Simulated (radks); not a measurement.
Au I, 79 electrons, occupied as [Xe] 4f14 5d10 6s1. All-electron calculation, non-relativistic Kohn-Sham, r2SCAN, spin-polarised, spherical densities, point nucleus; open shells are filled with parallel spins first (spin-orbit coupling, left out, can overturn this in heavy ions); meta-GGA in the generalised Kohn-Sham scheme; relativity is left out, which matters for an element this heavy. Program: a radial shooting solver on a logarithmic mesh with Libxc functionals.

Radial electron density D(r) = 4 pi r^2 rho(r):

```
   r/bohr * D(r) (the largest magnitude, 142, reaches the edge; | marks zero)
0.0007405 |*
 0.000869 |*
 0.001012 |*
 0.001187 | *
 0.001382 |  *
 0.001622 |  *
 0.001888 |    *
 0.002216 |     *
 0.002579 |       *
 0.003003 |         *
 0.003524 |           *
 0.004102 |              *
 0.004814 |                  *
 0.005604 |                     *
 0.006577 |                         *
 0.007656 |                             *
 0.008985 |                                 *
  0.01046 |                                    *
  0.01218 |                                      *
  0.01429 |                                      *
  0.01664 |                                      *
  0.01952 |                                    *
  0.02273 |                                   *
  0.02667 |                                   *
  0.03105 |                                     *
  0.03644 |                                         *
  0.04242 |                                               *
  0.04938 |                                                    *
  0.05795 |                                                      *
  0.06746 |                                                     *
  0.07917 |                                                *
  0.09216 |                                             *
   0.1082 |                                            *
   0.1259 |                                               *
   0.1478 |                                                  *
    0.172 |                                                *
   0.2002 |                                         *
    0.235 |                                *
   0.2736 |                            *
    0.321 |                              *
   0.3737 |                                 *
   0.4386 |                               *
   0.5106 |                        *
   0.5992 |                *
   0.6975 |          *
    0.812 |        *
   0.9529 |       *
    1.109 |      *
    1.302 |     *
    1.516 |   *
    1.779 | *
     2.07 |*
     2.43 |*
    2.829 |*
    3.293 *
    3.864 *
    4.499 *
    5.279 *
    6.146 *
    7.212 *
    8.396 *
    9.853 *
```

D(r) has 4 maxima, at r = 0.0143, 0.0589, 0.151, 0.386 bohr, and minima at 0.0248, 0.101, 0.276 bohr, inside which lie 1.93, 11.48, 30.35 electrons.
